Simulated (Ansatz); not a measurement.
Cl₆Si₂, charge +1, doublet, at a GFN2-xTB geometry (a state made from the parent by changing its charge; the spin is typed, not shown lowest); B3LYP/6-31G (Ansatz, a first-principles code).

The Ansatz input:
Ansatz 0.2 input:
```yaml
crystal:
  periodic: [false, false, false]
  atoms:
    - {symbol: Cl, position_ang: [2.02696093, -0.48399926, -1.61947615]}
    - {symbol: Si, position_ang: [1.35690799, -0.13881697, 0.21006704]}
    - {symbol: Cl, position_ang: [1.83887369, 1.61731700, 0.98405191]}
    - {symbol: Cl, position_ang: [1.42912303, -1.67501252, 1.45515268]}
    - {symbol: Si, position_ang: [-1.35690799, 0.13881697, -0.21006704]}
    - {symbol: Cl, position_ang: [-1.43058928, 1.69093424, -1.43516014]}
    - {symbol: Cl, position_ang: [-1.83430018, -1.60806113, -1.00747763]}
    - {symbol: Cl, position_ang: [-2.03006820, 0.45882167, 1.62290933]}
basis:
  gaussian:
    orbitals: 6-31G
    symmetry_tolerance_ang: 0.01
hamiltonian:
  xc: b3lyp
total_charge: 1
magnetization: {spin_polarized: true, initial_magnetization: 1}
```

**Question.** What does Ansatz print? Leave out banner, timings and long lists.

**Answer.** 
```
Functional definition: B3LYP
1120 factors; integrals over basis functions are off by at most 8.2e-5 eV
mean field evaluation 1: about -90876.8325 eV, gradient 2.4e1 eV
mean field evaluation 2: about -90872.7391 eV, gradient 3.5e1 eV
mean field evaluation 4: about -90880.4796 eV, gradient 3.3e-1 eV
mean field evaluation 8: about -90880.4754 eV, gradient 4.0e-3 eV
mean field -90880.47543391 eV, -3339.7958711974 hartree, gradient 5.0e-5 eV, S^2 0.750974; 0 other end points of the search recorded, 0 dependent functions left out
reference -90880.47573383 eV, -3339.7958822194 hartree; 65, 64 occupied and 39, 40 virtual orbitals, 1120 factors
Total energy: -90880.47573383 eV, -3339.7958822194 hartree
```
